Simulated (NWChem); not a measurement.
System: WN3H5O; SMILES [NH2][W](=[NH])(=[NH])[OH]

Parts of the log:

```
             Northwest Computational Chemistry Package (NWChem) 7.3.0
             --------------------------------------------------------

 C1  symmetry detected

                             Geometry "geometry" -> ""
                             -------------------------

 Output coordinates in angstroms (scale by  1.889725989 to convert to a.u.)

  No.       Tag          Charge          X              Y              Z
 ---- ---------------- ---------- -------------- -------------- --------------
    1 W                   74.0000    -0.02283272    -0.01198903     0.00004062
    2 N                    7.0000    -1.00071190     0.05068275    -1.45477403
    3 H                    1.0000    -1.84190092     0.09008025    -2.01946382
    4 N                    7.0000    -1.00307393     0.05463112     1.45304119
    5 H                    1.0000    -1.84437819     0.09477412     2.01748716
    6 O                    8.0000     1.03350217    -1.60229568     0.00279964
    7 H                    1.0000     0.74199226    -2.51772888    -0.00242521
    8 N                    7.0000     1.10639160     1.58133220    -0.00086261
    9 H                    1.0000     1.32262294     2.11730533     0.83392389
   10 H                    1.0000     1.32502762     2.11460034    -0.83675715

 Effective nuclear repulsion energy (a.u.)     781.7503504896

 Summary of "ao basis" -> "ao basis" (spherical)
 ------------------------------------------------------------------------------
       Tag                 Description            Shells   Functions and Types
 ---------------- ------------------------------  ------  ---------------------
 W                          def2-svp                12       32   6s3p2d1f
 N                          def2-svp                 6       14   3s2p1d
 H                          def2-svp                 3        5   2s1p
 O                          def2-svp                 6       14   3s2p1d

            General Information
            -------------------
          SCF calculation type: DFT
          Wavefunction type:  closed shell.
          No. of atoms     :    10
          No. of electrons :    48
           Alpha electrons :    24
            Beta electrons :    24
          Charge           :     0
          Spin multiplicity:     1
          Use of symmetry is: off; symmetry adaption is: off
          Maximum number of iterations: 150
          AO basis - number of functions:   113
                     number of shells:    51
          Convergence on energy requested:  1.00D-06
          Convergence on density requested:  1.00D-05
          Convergence on gradient requested:  5.00D-04

              XC Information
              --------------
          PerdewBurkeErnzerhof Exchange Functional  1.000
            Perdew 1991 LDA Correlation Functional  1.000 local
           PerdewBurkeErnz. Correlation Functional  1.000 non-local

             Grid Information
             ----------------
          Grid used for XC integration:  medium
          Radial quadrature: Mura-Knowles
          Angular quadrature: Lebedev.
          Tag              B.-S. Rad. Rad. Pts. Rad. Cut. Ang. Pts.
          ---              ---------- --------- --------- ---------
          W                   1.35      123           9.0       590
          N                   0.65       49          11.0       434
          H                   0.35       45          12.0       434
          O                   0.60       49          10.0       434
          Grid pruning is: on
          Number of quadrature shells:   544
          Spatial weights used:  Erf1

      Superposition of Atomic Density Guess
      -------------------------------------

 Sum of atomic energies:        -313.09671017

      Non-variational initial energy
      ------------------------------

 Total energy =    -307.230864
 1-e energy   =    -879.195803
 2-e energy   =     349.888223
 HOMO         =      -0.347939
 LUMO         =      -0.000493

     ---------------------------------------------
      Total Density - Mulliken Population Analysis
     ---------------------------------------------

    Atom       Charge   Shell Charges
 -----------   ------   -------------------------------------------------------
    1 W   14    11.54   0.04 -0.35  1.80  0.54  0.37  0.07  5.49  0.56  0.18  2.25  0.43  0.15
    2 N    7     8.05   1.99  1.09  0.58  2.65  1.75  0.01
    3 H    1     0.76   0.60  0.12  0.04
    4 N    7     8.05   1.99  1.09  0.58  2.65  1.75  0.01
    5 H    1     0.76   0.60  0.12  0.04
    6 O    8     8.86   1.99  1.10  0.67  3.11  1.98  0.00
    7 H    1     0.64   0.52  0.06  0.06
    8 N    7     7.85   1.99  1.03  0.50  2.58  1.74  0.01
    9 H    1     0.74   0.59  0.11  0.04
   10 H    1     0.74   0.59  0.11  0.04

   convergence    iter        energy       DeltaE   RMS-Dens  Diis-err
 ---------------- ----- ----------------- --------- --------- ---------
 d= 0,ls=0.0,diis     1   -308.9483325918 -5.31D+02  4.16D-02  2.89D+00
 d= 0,ls=0.0,diis     2   -304.3581689998  4.59D+00  3.59D-02  3.74D+01
 d= 0,ls=0.0,diis     3   -309.1821688629 -4.82D+00  7.49D-03  9.80D-01
 d= 0,ls=0.0,diis     4   -309.2566683309 -7.45D-02  3.31D-03  3.42D-01
 d= 0,ls=0.0,diis     5   -309.2907414560 -3.41D-02  1.11D-03  2.49D-02
  Resetting Diis
 d= 0,ls=0.0,diis     6   -309.2935970981 -2.86D-03  3.32D-04  1.72D-03
 d= 0,ls=0.0,diis     7   -309.2937002983 -1.03D-04  5.75D-04  8.34D-04
 d= 0,ls=0.0,diis     8   -309.2930236412  6.77D-04  4.25D-04  6.60D-03
 d= 0,ls=0.0,diis     9   -309.2937946479 -7.71D-04  4.00D-05  3.08D-05
 d= 0,ls=0.0,diis    10   -309.2937975416 -2.89D-06  1.37D-05  8.26D-06
 d= 0,ls=0.0,diis    11   -309.2937984707 -9.29D-07  2.12D-06  5.39D-08

         Total DFT energy =     -309.293798470748
      One electron energy =     -885.272914417193
           Coulomb energy =      392.408973089727
    Exchange-Corr. energy =      -38.506572220895
 Nuclear repulsion energy =      222.076715077612

 Numeric. integr. density =       48.000015705418

                       DFT Final Molecular Orbital Analysis
                       ------------------------------------

 Vector   22  Occ=2.000000D+00  E=-2.382747D-01
              MO Center= -3.3D-01,  3.1D-01,  7.0D-03, r^2= 3.8D+00
   Bfn.  Coefficient  Atom+Function         Bfn.  Coefficient  Atom+Function
  ----- ------------  ---------------      ----- ------------  ---------------
    56      0.287189   4 N  py               37      0.282659   2 N  py
    93     -0.264977   8 N  px               96      0.237698   8 N  px
    59     -0.213130   4 N  py                8      0.210141   1 W  py
    40     -0.209723   2 N  py               16      0.173488   1 W  d -2
    74     -0.160331   6 O  px               14     -0.148834   1 W  py

 Vector   23  Occ=2.000000D+00  E=-2.155936D-01
              MO Center=  2.6D-01,  7.2D-01,  3.7D-03, r^2= 3.7D+00
   Bfn.  Coefficient  Atom+Function         Bfn.  Coefficient  Atom+Function
  ----- ------------  ---------------      ----- ------------  ---------------
    93      0.341394   8 N  px               96     -0.270110   8 N  px
    94     -0.268053   8 N  py               97      0.232463   8 N  py
    37      0.228692   2 N  py               56      0.226254   4 N  py
    40     -0.177584   2 N  py               59     -0.175592   4 N  py
    92     -0.136772   8 N  s                16      0.128909   1 W  d -2

 Vector   24  Occ=2.000000D+00  E=-2.117435D-01
              MO Center= -5.2D-01, -2.7D-01,  1.6D-03, r^2= 3.6D+00
   Bfn.  Coefficient  Atom+Function         Bfn.  Coefficient  Atom+Function
  ----- ------------  ---------------      ----- ------------  ---------------
    76     -0.281273   6 O  pz               36      0.258434   2 N  px
    55     -0.257292   4 N  px               38     -0.236961   2 N  pz
    57     -0.236075   4 N  pz               79     -0.214112   6 O  pz
    39     -0.195087   2 N  px               58      0.194159   4 N  px
    19     -0.179301   1 W  d  1             41      0.176763   2 N  pz

 Vector   25  Occ=0.000000D+00  E=-3.754939D-02
              MO Center=  7.9D-02, -6.0D-03, -7.5D-04, r^2= 2.8D+00
   Bfn.  Coefficient  Atom+Function         Bfn.  Coefficient  Atom+Function
  ----- ------------  ---------------      ----- ------------  ---------------
    20      0.737187   1 W  d  2             18     -0.288346   1 W  d  0
    96     -0.239975   8 N  px               93      0.221632   8 N  px
    60      0.209250   4 N  pz               41     -0.207669   2 N  pz
    86      0.205624   7 H  s                57     -0.173525   4 N  pz
    38      0.172251   2 N  pz               25      0.166437   1 W  d  2

 Vector   26  Occ=0.000000D+00  E=-3.270828D-02
              MO Center= -2.4D-01,  1.5D-01, -4.8D-04, r^2= 2.7D+00
   Bfn.  Coefficient  Atom+Function         Bfn.  Coefficient  Atom+Function
  ----- ------------  ---------------      ----- ------------  ---------------
    17      0.772602   1 W  d -1             40      0.289625   2 N  py
    59     -0.290606   4 N  py               37     -0.275690   2 N  py
    56      0.276742   4 N  py              105     -0.250397   9 H  s
   110      0.250126  10 H  s                19     -0.194699   1 W  d  1
    35     -0.139800   2 N  s                54      0.138203   4 N  s

 Vector   27  Occ=0.000000D+00  E=-1.117349D-02
              MO Center=  9.8D-02, -2.1D-01, -1.5D-03, r^2= 6.4D+00
   Bfn.  Coefficient  Atom+Function         Bfn.  Coefficient  Atom+Function
  ----- ------------  ---------------      ----- ------------  ---------------
     6      1.154673   1 W  s                92     -0.631271   8 N  s
     5     -0.440069   1 W  s                18     -0.408976   1 W  d  0
    73     -0.339587   6 O  s                20     -0.219415   1 W  d  2
   105      0.212028   9 H  s               110      0.212924  10 H  s
    86      0.196740   7 H  s                91     -0.179938   8 N  s

[...]
```

Level: PBE/def2-SVP with def2 effective core potentials on W. The geometry was optimised at PBE0/def2-SVP. Not confirmed as a minimum by frequencies. def2 effective core potentials on W; no spin-orbit coupling.

Problem. Reconstruct the input file.

Solution. One answer among several that fit: the input that was run:
```
start job
memory heap 200 mb stack 900 mb global 1100 mb
geometry units angstroms noautoz
  W      0.064092     0.025129     0.000410
  N     -0.908120     0.168287    -1.452508
  H     -1.744316     0.276745    -2.015570
  N     -0.904609     0.171467     1.455307
  H     -1.738707     0.280309     2.021379
  O      0.986404    -1.646477     0.000866
  H      0.620767    -2.534908    -0.003952
  N      1.320219     1.520441    -0.002399
  H      1.581282     2.036596     0.832060
  H      1.580273     2.034248    -0.838623
end
basis spherical
  W library def2-svp
  N library def2-svp
  H library def2-svp
  O library def2-svp
end
ecp
  W library def2-ecp
end
dft
  xc xpbe96 cpbe96
  iterations 150
  mulliken
end
task dft energy
```
